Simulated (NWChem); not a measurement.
The numbers come from NWChem runs, not from measurements. System: 1,1-difluoroethane (C2H4F2), charge 0, spin multiplicity 1, at a geometry optimised with PBE0/def2-SVP. Level: RHF/6-31+G* (spherical d).

Input file:

```
start mol
memory heap 200 mb stack 900 mb global 1100 mb
geometry units angstroms nocenter noautoz
  C     -0.279780     1.338203     0.000000
  C     -0.318965    -0.161601     0.000000
  F      0.318503    -0.645632    -1.092215
  F      0.318503    -0.645632     1.092215
  H      0.767913     1.671213     0.000000
  H     -0.781686     1.731531    -0.894476
  H     -0.781686     1.731531     0.894476
  H     -1.345130    -0.572503     0.000000
  symmetry group Cs
end
basis spherical
  * library 6-31+g*
end
scf
  rhf
  nopen 0
  maxiter 100
  thresh 1e-7
  semidirect memsize 60000000 filesize 0
end
task scf energy
```

NWChem printed:

```
             Northwest Computational Chemistry Package (NWChem) 7.3.0
             --------------------------------------------------------

                                NWChem Input Module
                                -------------------

 Scaling coordinates for geometry "geometry" by  1.889725989
 (inverse scale =  0.529177249)

 Turning off AUTOSYM since
 SYMMETRY directive was detected!

                             Geometry "geometry" -> ""
                             -------------------------

 Output coordinates in angstroms (scale by  1.889725989 to convert to a.u.)

  No.       Tag          Charge          X              Y              Z
 ---- ---------------- ---------- -------------- -------------- --------------
    1 C                    6.0000    -0.27978000     1.33820300     0.00000000
    2 C                    6.0000    -0.31896500    -0.16160100     0.00000000
    3 F                    9.0000     0.31850300    -0.64563200    -1.09221500
    4 F                    9.0000     0.31850300    -0.64563200     1.09221500
    5 H                    1.0000     0.76791300     1.67121300     0.00000000
    6 H                    1.0000    -0.78168600     1.73153100    -0.89447600
    7 H                    1.0000    -0.78168600     1.73153100     0.89447600
    8 H                    1.0000    -1.34513000    -0.57250300     0.00000000

 Effective nuclear repulsion energy (a.u.)     132.8145412840

            Nuclear Dipole moment (a.u.)
            ----------------------------
        X                 Y               Z
 ---------------- ---------------- ----------------
    -0.0000094486     0.0000151178     0.0000000000

      Symmetry information
      --------------------

 Group name             Cs
 Group number              2
 Group order               2
 No. of unique centers     6

      Symmetry unique atoms

     1    2    3    5    6    8


 Summary of "ao basis" -> "" (spherical)
 ------------------------------------------------------------------------------
       Tag                 Description            Shells   Functions and Types
 ---------------- ------------------------------  ------  ---------------------
 *                          6-31+g*                   on all atoms

 Summary of "ao basis" -> "ao basis" (spherical)
 ------------------------------------------------------------------------------
       Tag                 Description            Shells   Functions and Types
 ---------------- ------------------------------  ------  ---------------------
 C                          6-31+g*                  8       18   4s3p1d
 F                          6-31+g*                  8       18   4s3p1d
 H                          6-31+g*                  2        2   2s

                                 NWChem SCF Module
                                 -----------------

  ao basis        = "ao basis"
  functions       =    80
  atoms           =     8
  closed shells   =    17
  open shells     =     0
  charge          =   0.00
  wavefunction    = RHF
  use symmetry    = T
  symmetry adapt  = T

 Summary of "ao basis" -> "ao basis" (spherical)
 ------------------------------------------------------------------------------
       Tag                 Description            Shells   Functions and Types
 ---------------- ------------------------------  ------  ---------------------
 C                          6-31+g*                  8       18   4s3p1d
 F                          6-31+g*                  8       18   4s3p1d
 H                          6-31+g*                  2        2   2s

      Symmetry analysis of basis
      --------------------------

        a'         50
        a"         30

 Forming initial guess at       0.0s

      Superposition of Atomic Density Guess
      -------------------------------------

 Sum of atomic energies:        -276.07642499

      Non-variational initial energy
      ------------------------------

 Total energy =    -277.739389
 1-e energy   =    -644.702451
 2-e energy   =     234.148521
 HOMO         =      -0.382544
 LUMO         =       0.069487

      Symmetry analysis of molecular orbitals - initial
      -------------------------------------------------

  Numbering of irreducible representations:

     1 a'          2 a"

  Orbital symmetries:

     1 a'          2 a"          3 a'          4 a'          5 a'
     6 a"          7 a'          8 a'          9 a"         10 a'
    11 a'         12 a"         13 a"         14 a'         15 a"
    16 a'         17 a'         18 a'         19 a'         20 a'
    21 a"         22 a"         23 a'         24 a'         25 a'
    26 a'         27 a"

 Starting SCF solution at       0.3s

 ----------------------------------------------
         Quadratically convergent ROHF

 Convergence threshold     :          1.000E-07
 Maximum no. of iterations :          100
 Final Fock-matrix accuracy:          1.000E-09
 ----------------------------------------------

              iter       energy          gnorm     gmax       time
             ----- ------------------- --------- --------- --------
                 1     -276.8709601195  1.19D+00  2.52D-01      0.3
                 2     -276.9449673906  3.25D-01  5.24D-02      0.3
                 3     -276.9535699915  1.75D-02  4.09D-03      0.4
                 4     -276.9536057103  8.82D-05  2.26D-05      0.5
                 5     -276.9536057113  4.83D-09  8.67D-10      0.7

       Final RHF  results
       ------------------

         Total SCF energy =   -276.953605711321
      One-electron energy =   -646.859891308737
      Two-electron energy =    237.091744313397
 Nuclear repulsion energy =    132.814541284020

        Time for solution =      0.4s

       Symmetry analysis of molecular orbitals - final
       -----------------------------------------------

  Numbering of irreducible representations:

     1 a'          2 a"

  Orbital symmetries:

     1 a"          2 a'          3 a'          4 a'          5 a'
     6 a"          7 a'          8 a'          9 a'         10 a"
    11 a'         12 a"         13 a"         14 a'         15 a"
    16 a'         17 a'         18 a'         19 a'         20 a"
    21 a'         22 a"         23 a'         24 a'         25 a'
    26 a'         27 a"

             Final eigenvalues
             -----------------

              1
    1  -26.3153
    2  -26.3153
    3  -11.4117
    4  -11.2432
    5   -1.6649
    6   -1.6015
    7   -1.0536
    8   -0.8949
    9   -0.7799
   10   -0.7616
   11   -0.7308
   12   -0.6671
   13   -0.6301
   14   -0.6186
   15   -0.5706
   16   -0.5642
   17   -0.5150
   18    0.0815
   19    0.0893
   20    0.1108
   21    0.1125
   22    0.1339
   23    0.1376
   24    0.1401
   25    0.2057
   26    0.2926
   27    0.2948

                       ROHF Final Molecular Orbital Analysis
                       -------------------------------------

 Vector   15  Occ=2.000000D+00  E=-5.705980D-01  Symmetry=a"
              MO Center= -4.4D-01,  1.3D+00,  8.7D-15, r^2= 1.8D+00
   Bfn.  Coefficient  Atom+Function         Bfn.  Coefficient  Atom+Function
  ----- ------------  ---------------      ----- ------------  ---------------
     5      0.418760  1 C  pz                 9      0.231160  1 C  pz
    75     -0.229765  6 H  s                 77      0.229765  7 H  s
    76     -0.174462  6 H  s                 78      0.174462  7 H  s
    40      0.156388  3 F  py                58     -0.156388  4 F  py

 Vector   16  Occ=2.000000D+00  E=-5.641506D-01  Symmetry=a'
              MO Center= -1.3D-01,  1.1D+00, -9.3D-15, r^2= 2.1D+00
   Bfn.  Coefficient  Atom+Function         Bfn.  Coefficient  Atom+Function
  ----- ------------  ---------------      ----- ------------  ---------------
     3      0.373795  1 C  px                 7      0.215457  1 C  px
    73      0.212034  5 H  s                 40     -0.167899  3 F  py
    58     -0.167899  4 F  py                24      0.158032  2 C  s
    74      0.154801  5 H  s                  4     -0.153158  1 C  py

 Vector   17  Occ=2.000000D+00  E=-5.149856D-01  Symmetry=a'
              MO Center= -2.5D-01,  1.1D-01, -1.4D-14, r^2= 2.1D+00
   Bfn.  Coefficient  Atom+Function         Bfn.  Coefficient  Atom+Function
  ----- ------------  ---------------      ----- ------------  ---------------
    22     -0.311091  2 C  py                 4      0.296371  1 C  py
    40      0.217874  3 F  py                58      0.217874  4 F  py
    79      0.213625  8 H  s                 80      0.203537  8 H  s
    21     -0.202061  2 C  px                44      0.160849  3 F  py
    62      0.160849  4 F  py                 8      0.159658  1 C  py

 Vector   18  Occ=0.000000D+00  E= 8.147525D-02  Symmetry=a'
              MO Center= -1.1D+00,  1.9D+00,  5.5D-16, r^2= 9.3D+00
   Bfn.  Coefficient  Atom+Function         Bfn.  Coefficient  Atom+Function
  ----- ------------  ---------------      ----- ------------  ---------------
    28      5.661792  2 C  s                 10     -3.524000  1 C  s
    12      2.006537  1 C  py                30      0.995374  2 C  py
    46     -0.576317  3 F  s                 64     -0.576317  4 F  s
    80     -0.300745  8 H  s                  8     -0.185818  1 C  py
    76     -0.175540  6 H  s                 78     -0.175540  7 H  s

 Vector   19  Occ=0.000000D+00  E= 8.927363D-02  Symmetry=a'
              MO Center= -9.6D-01,  8.9D-02, -1.4D-17, r^2= 1.3D+01
   Bfn.  Coefficient  Atom+Function         Bfn.  Coefficient  Atom+Function
  ----- ------------  ---------------      ----- ------------  ---------------
    10      8.862009  1 C  s                 28     -8.638304  2 C  s
    30     -3.471507  2 C  py                12     -3.231526  1 C  py
    29     -0.856437  2 C  px                47      0.183304  3 F  px
    65      0.183304  4 F  px                48      0.153957  3 F  py
    66      0.153957  4 F  py

 Vector   20  Occ=0.000000D+00  E= 1.107879D-01  Symmetry=a"
              MO Center= -5.6D-01,  5.1D-01,  1.8D-15, r^2= 1.2D+01
   Bfn.  Coefficient  Atom+Function         Bfn.  Coefficient  Atom+Function
  ----- ------------  ---------------      ----- ------------  ---------------
    31      1.198465  2 C  pz                46      0.867949  3 F  s
    64     -0.867949  4 F  s                 13      0.555395  1 C  pz
    76      0.245161  6 H  s                 78     -0.245161  7 H  s
    27      0.240596  2 C  pz                48      0.186037  3 F  py
    66     -0.186037  4 F  py                47     -0.151639  3 F  px

 center of mass
 --------------
 x =   0.07898600 y =  -0.16643284 z =   0.00000000

 moments of inertia (a.u.)
 ------------------
         333.030609918502          43.222121970394           0.000000000000
          43.222121970394         201.726595310463           0.000000000000
           0.000000000000           0.000000000000         199.503147566688

  Mulliken analysis of the total density
  --------------------------------------

    Atom       Charge   Shell Charges
 -----------   ------   -------------------------------------------------------
    1 C    6     6.69   2.00  0.65  2.08  0.73  1.12  0.05  0.01  0.05
    2 C    6     5.40   2.00  0.67  1.79  0.37  0.39  0.02  0.04  0.13
    3 F    9     9.38   2.00  0.93  3.30  1.06  2.06 -0.04  0.06  0.02
    4 F    9     9.38   2.00  0.93  3.30  1.06  2.06 -0.04  0.06  0.02
    5 H    1     0.77   0.52  0.25
    6 H    1     0.78   0.52  0.26
    7 H    1     0.78   0.52  0.26
    8 H    1     0.82   0.54  0.28

       Multipole analysis of the density wrt the origin
       ------------------------------------------------

     L   x y z        total         open         nuclear
     -   - - -        -----         ----         -------
     0   0 0 0     -0.000000      0.000000     34.000000

     1   1 0 0     -0.702852      0.000000     -0.000009
     1   0 1 0      0.694651      0.000000      0.000015
     1   0 0 1      0.000000      0.000000      0.000000

     2   2 0 0    -16.335148      0.000000     23.309119
     2   1 1 0      0.699582      0.000000    -22.469770
     2   1 0 1     -0.000000      0.000000      0.000000
     2   0 2 0    -16.959614      0.000000     98.281607
     2   0 1 1     -0.000000      0.000000      0.000000
     2   0 0 2    -19.293444      0.000000     82.395094

 Task  times  cpu:        0.7s     wall:        0.7s

 Total times  cpu:        0.7s     wall:        0.7s
```
